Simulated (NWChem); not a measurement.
Species: C$_{3}$H$_{6}$OSi; SMILES O1[C@H]([SiH3])C=C1

```xyz
11

Si    -0.0083    -1.6072     0.1509
C      0.0712     0.1164    -0.6444
C      1.0386     1.1005    -0.0449
C     -0.0446     1.7484     0.4167
O     -1.0162     0.9356    -0.1036
H      1.2016    -2.3876    -0.2530
H     -0.0363    -1.4430     1.6321
H     -1.2272    -2.3345    -0.3131
H      0.0127     0.0909    -1.7462
H      2.1184     1.2059     0.0038
H     -0.3042     2.6175     1.0255
```
Atoms are numbered in this order, from 1.

Computed with NWChem. Geometry: optimised at PBE0/def2-SVP. Level: PBE0/def2-SVP with SMD (1 M gas to 1 M solution), gas-phase geometry. Reactions with the solvent are ignored.

For solvent water:

solvation free energy (kcal/mol): -0.6
cavity-dispersion-structure term (kcal/mol): 3.7
dipole in solution (D): 1.66

Q: What are these values for solvent toluene?

A: 
| Quantity | Result |
|---|---|
| solvation free energy (kcal/mol) | -3.2 |
| cavity-dispersion-structure term (kcal/mol) | -1.4 |
| dipole in solution (D) | 1.31 |
